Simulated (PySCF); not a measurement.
Ga(All)(H)2 (C3H7Ga), SMILES C=C[CH2][GaH2]. The structure is a stationary point at PBE-D3(BJ)/def2-SVP. The structure was generated by enumeration; whether it is a known compound was not checked. The values are those of a single conformer.

Computed with PySCF with PBE-D3(BJ)/def2-SVP.

Harmonic wavenumbers (cm⁻¹): 97, 300, 346, 407, 431, 468, 536, 686, 697, 745, 835, 904, 916, 977, 996, 1163, 1259, 1362, 1405, 1573, 1927, 1940, 3052, 3068, 3080, 3149, 3186. Rotational constants (GHz): 8.613, 3.626, 2.923; symmetry number 1.

Q: Work out the zero-point energy and the ideal-gas rigid-rotor harmonic-oscillator thermochemistry at 298.15 K and 1 atm.

A: ZPE = ½ Σ hcν = ½ × 35504 cm⁻¹ = 50.76 kcal/mol. H − E(el) = 55.13 kcal/mol. Entropy in cal/(mol K): translation 40.08, rotation 25.67, vibration 10.89, total 76.63. G − E(el) = 32.28 kcal/mol. Cp = 24.01 cal/(mol K). Modes under 150 cm⁻¹ make the vibrational entropy uncertain.
